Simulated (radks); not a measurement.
Removal energies from the antimony ion Sb8+, [Kr] 4d7, by Delta-SCF beside the eigenvalue of the level emptied. All-electron calculation, non-relativistic Kohn-Sham, PBE, spin-polarised, spherical densities, point nucleus. Program: a radial shooting solver on a logarithmic mesh with Libxc functionals. Open shells are filled with parallel spins first.

removed from,final configuration,Delta-SCF (eV),-eigenvalue (eV)
4d,[Kr] 4d6,164.42,153.29
4p,[Ar] 3d10 4s2 4p5 4d7,232.61,220.64
4s,[Ar] 3d10 4s1 4p6 4d7,272.35,260.03
3d,[Ar] 3d9 4s2 4p6 4d7,681.92,654.91
